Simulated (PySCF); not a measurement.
**Ionisation energy of Pm by level of theory**

Pm [Xe] 4f5 6s2 (high-spin determinant) → Pm⁺ [Xe] 4f5 6s1 (high-spin determinant), as a difference of total energies. Calculation: PySCF 2.14, in x2c-TZVPPall; scalar relativity by spin-free X2C-1e. Correlated levels: valence: [Kr] 4d10 frozen; valence and next inner shell: [Ar] 3d10 frozen. The calculations carry no spin-orbit coupling.

```tsv
method	ionisation energy (eV)	error (eV)
UHF	4.538	-1.044
LDA	5.700	+0.118
PBE	5.488	-0.094
PBE0	5.396	-0.186
r2SCAN	5.151	-0.431
MP2 (valence)	5.427	-0.155
SCS-MP2 (valence)	5.484	-0.098
MP2 (valence and next inner shell)	5.459	-0.123
SCS-MP2 (valence and next inner shell)	5.498	-0.084
```

Reference: 5.582 eV (measured; NIST Atomic Spectra Database, ionization energies).

Errors of the correlated levels include the incompleteness of this basis and the frozen core.

The determinant of Pm and of Pm⁺ mixes LS terms, which raises its energy above the lowest term, most at the Hartree-Fock and MP2 levels.
